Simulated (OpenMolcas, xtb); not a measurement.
## SiH2OF2 (SMILES O[SiH](F)F): methods side by side

SiH2OF2 has 6 atoms, charge 0, and is taken as a singlet. As SMILES, `O[SiH](F)F`. The coordinates come from a PBE0-D4/def2-TZVP relaxation. This is one conformer, not always the lowest.

```xyz
6

O     0.0277    1.1379   -0.5564
Si    0.1214   -0.2362    0.2852
F     0.7318   -1.4051   -0.5924
F    -1.3155   -0.7397    0.7221
H    -0.4774    1.1830   -1.3695
H     0.9541   -0.0038    1.4649
```

Quantity: the dipole moment, in D. The values are calculated.

```json
{"level": "GFN2-xTB", "kind": "semi-empirical", "program": "xtb", "value (D)": "1.48", "CPU time": "under 2 s"}
{"level": "HF/6-311+G**", "kind": "Hartree–Fock", "program": "OpenMolcas", "value (D)": "1.20", "CPU time": "25 s"}
{"level": "SVWN5/6-311+G**", "kind": "LDA", "program": "OpenMolcas", "value (D)": "1.20", "CPU time": "42 s"}
{"level": "revPBE/6-311+G**", "kind": "GGA", "program": "OpenMolcas", "value (D)": "1.17", "CPU time": "49 s"}
{"level": "TPSS/6-311+G**", "kind": "meta-GGA", "program": "OpenMolcas", "value (D)": "1.18", "CPU time": "63 s"}
{"level": "BHLYP/6-311+G**", "kind": "global hybrid", "program": "OpenMolcas", "value (D)": "1.19", "CPU time": "43 s"}
```

The values span 1.17 to 1.48 D. Magnitudes only. Times are those of the runs behind each value, whatever else they computed, on shared processors of several kinds: orders of magnitude only.
